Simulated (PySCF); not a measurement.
## Electron correlation in Ga (gallium, neutral)

[Ar] 3d10 4s2 4p1, 2P determinant. Computed with PySCF 2.14 in Sapporo-DKH3-DZP-2012 (6s5p3d1f, 43 functions), with scalar relativity by spin-free X2C-1e. Frozen: [Ar] 3d10; 3 electrons correlated.

MP2 pair energies summed by pair of shells (mhartree):

```tsv
pair	energy	share (%)
4s-4s	-16.89	59.6
4s-4p	-11.44	40.4
```

Total MP2 correlation energy: -28.33 mhartree.

Same-spin part -2.17 and opposite-spin part -26.16 mhartree; SCS-MP2 scales them by 1/3 and 6/5 to -32.12 mhartree.

| level | correlation energy (mhartree) |
| --- | --- |
| CCSD | -42.42 |
| (T) | -0.52 |
| CCSD(T) | -42.94 |

Diagnostics: T1 = 0.011, D1 = 0.0263, largest double amplitude 0.075.

Cost of the coupled-cluster step: 0.31 s of wall time on 1 thread of Neoverse-V1 (shared host), for 3 correlated electrons.

Iterations:

```
CC2 = 0
CCSD nocc = (np.int64(2), np.int64(1)), nmo = (29, 29)
frozen orbitals [[0, 1, 2, 3, 4, 5, 6, 7, 8, 9, 10, 11, 12, 13], [0, 1, 2, 3, 4, 5, 6, 7, 8, 9, 10, 11, 12, 13]]
max_cycle = 100
direct = 0
conv_tol = 1e-08
conv_tol_normt = 1e-06
diis_space = 8
diis_start_cycle = 0
Init t2, MP2 energy = -0.028330694639275
Init E_corr(UCCSD) = -0.028330694646782
cycle = 1  E_corr(UCCSD) = -0.0372107590980852  dE = -0.00888006445  norm(t1,t2) = 0.0552569
cycle = 2  E_corr(UCCSD) = -0.040320124933118  dE = -0.00310936584  norm(t1,t2) = 0.022885
cycle = 3  E_corr(UCCSD) = -0.0424157436506033  dE = -0.00209561872  norm(t1,t2) = 0.0104112
cycle = 4  E_corr(UCCSD) = -0.0424033960779727  dE = 1.23475726e-05  norm(t1,t2) = 0.00147297
cycle = 5  E_corr(UCCSD) = -0.0424228595163033  dE = -1.94634383e-05  norm(t1,t2) = 0.000209239
cycle = 6  E_corr(UCCSD) = -0.0424151505455831  dE = 7.70897072e-06  norm(t1,t2) = 4.39962e-05
cycle = 7  E_corr(UCCSD) = -0.042419683040835  dE = -4.53249525e-06  norm(t1,t2) = 1.54705e-05
cycle = 8  E_corr(UCCSD) = -0.0424181795209044  dE = 1.50351993e-06  norm(t1,t2) = 6.03068e-06
cycle = 9  E_corr(UCCSD) = -0.0424183419053886  dE = -1.62384484e-07  norm(t1,t2) = 7.52205e-07
cycle = 10  E_corr(UCCSD) = -0.0424183358092496  dE = 6.09613895e-09  norm(t1,t2) = 7.93188e-08
UCCSD converged
E(UCCSD) = -1942.173404666229  E_corr = -0.04241833580924965
UCCSD(T) correction = -0.0005222299169997
```
